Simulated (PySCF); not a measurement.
C5H14OP2.
SMILES with atom numbers: `[CH3:1][CH2:2][P@@:3]([CH3:4])(=[O:5])[P:6]([CH3:7])[CH3:8]` (hydrogens: H9, H10, H11 on C1; H12, H13 on C2; H14, H15, H16 on C4; H17, H18, H19 on C7; H20, H21, H22 on C8)

The same species was optimised twice, with GFN2-xTB and with PBE0-D3(BJ)/def2-SVP (PySCF), and the same property calculations (PySCF, gas phase) were run on both structures.

| coordinate | GFN2-xTB | PBE0-D3(BJ)/def2-SVP | change |
| --- | --- | --- | --- |
| P3=O5 (Å) | 1.476 | 1.505 | +0.029 |
| P3–C4 (Å) | 1.838 | 1.819 | -0.019 |
| C2–P3 (Å) | 1.845 | 1.827 | -0.018 |
| P6–C8 (Å) | 1.847 | 1.857 | +0.010 |
| P6–C7 (Å) | 1.849 | 1.857 | +0.008 |
| C1–C2 (Å) | 1.517 | 1.521 | +0.004 |
| P3–P6 (Å) | 2.223 | 2.226 | +0.003 |
| C1–C2–P3 (°) | 113.7 | 116.7 | +3.0 |
| C4–P3–O5 (°) | 112.8 | 113.9 | +1.1 |
| O5–P3–P6 (°) | 114.1 | 113.1 | -1.0 |
| C2–P3–P6 (°) | 106.5 | 105.5 | -1.0 |
| C7–P6–C8 (°) | 97.9 | 98.8 | +0.9 |
| C2–P3–C4 (°) | 105.1 | 105.9 | +0.8 |
| C2–P3–O5 (°) | 112.4 | 112.9 | +0.5 |
| P3–P6–C8 (°) | 93.3 | 93.8 | +0.5 |
| C1–C2–P3–C4 (°) | 66 | 55 | -11 |
| C2–P3–P6–C7 (°) | -71 | -74 | -3 |

Rotational constants: A = 1733, B = 1187, C = 994.7 MHz (GFN2-xTB) against A = 1750, B = 1139, C = 985.5 MHz (PBE0-D3(BJ)/def2-SVP). Point groups within 0.08 Å: C1 and C1.

On the GFN2-xTB structure: HOMO (eV) -6.66 [PBE0/pcSseg-1]; LUMO (eV) 0.59 [PBE0/pcSseg-1]; dipole (D) 2.62 [PBE0/pcSseg-1]; GIAO shielding of C1 (ppm) 177.4 [PBE0/pcSseg-1]; GIAO shielding of C2 (ppm) 156.1 [PBE0/pcSseg-1]; GIAO shielding of P3 (ppm) 283.6 [PBE0/pcSseg-1]; GIAO shielding of C4 (ppm) 168.9 [PBE0/pcSseg-1]; GIAO shielding of O5 (ppm) 239.6 [PBE0/pcSseg-1]; GIAO shielding of P6 (ppm) 415.2 [PBE0/pcSseg-1]; GIAO shielding of C7/C8 (mean) (ppm) 180.0 [PBE0/pcSseg-1].

**Question.** What do these properties become on the PBE0-D3(BJ)/def2-SVP structure?

**Answer.** 
| property | level | on GFN2-xTB | on PBE0-D3(BJ)/def2-SVP | change |
| --- | --- | --- | --- | --- |
| HOMO (eV) | PBE0/pcSseg-1 | -6.66 | -6.62 | +0.04 |
| LUMO (eV) | PBE0/pcSseg-1 | 0.59 | 0.55 | -0.04 |
| dipole (D) | PBE0/pcSseg-1 | 2.62 | 2.79 | +0.17 |
| energy, GFN2-xTB geometry as zero (kcal/mol) | PBE0/pcSseg-1 | 0.0 | -1.9 | -1.9 |
| GIAO shielding of C1 (ppm) | PBE0/pcSseg-1 | 177.4 | 175.7 | -1.7 |
| GIAO shielding of C2 (ppm) | PBE0/pcSseg-1 | 156.1 | 157.5 | +1.4 |
| GIAO shielding of P3 (ppm) | PBE0/pcSseg-1 | 283.6 | 281.0 | -2.6 |
| GIAO shielding of C4 (ppm) | PBE0/pcSseg-1 | 168.9 | 169.7 | +0.8 |
| GIAO shielding of O5 (ppm) | PBE0/pcSseg-1 | 239.6 | 238.7 | -0.9 |
| GIAO shielding of P6 (ppm) | PBE0/pcSseg-1 | 415.2 | 410.5 | -4.7 |
| GIAO shielding of C7/C8 (mean) (ppm) | PBE0/pcSseg-1 | 180.0 | 177.6 | -2.4 |

The heavy atoms differ by 0.090 Å rms after alignment. Among bonds between heavy atoms P3=O5 changes most (+0.029 Å). Changes are differences of the printed values. Neither structure is proved a minimum here.

The values belong to the conformer `[CH3:1][CH2:2][P@@:3]([CH3:4])(=[O:5])[P:6]([CH3:7])[CH3:8]`: C1–C2–P3–C4 55°, C2–P3–P6–C7 -74°.
